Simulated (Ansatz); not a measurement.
`[Cl][Sb][Cl]` radical, relaxed with UKS PBE0-D4/def2-TZVP in Ansatz 0.2.0 from a PBE-D4/def2-SVP geometry. The force threshold is 0.005 eV/Å; the program also tests the step.

Total charge 0; spin multiplicity 2. Sb: def2 effective core potential.

Start:

```xyz
3

Cl    0.574    0.048    1.827
Sb   -0.410    0.911   -0.177
Cl   -0.163   -0.959   -1.650
```

(1) How much energy does the relaxation release, and in how many steps? (An estimate is asked.)

(2) Which bonds change most? (Best estimate.)

(3) Give the relaxed structure. (Estimate.)

## Answers

(1) The calculation gave: 1.11 kcal/mol, in 2 steps.

(2) Computed: Cl1–Sb2 from 2.394 to 2.337 Å; Sb2–Cl3 from 2.393 to 2.337 Å.

(3) The calculation gave: 
```xyz
3

Cl    0.559    0.027    1.756
Sb   -0.411    0.912   -0.177
Cl   -0.148   -0.939   -1.578
```
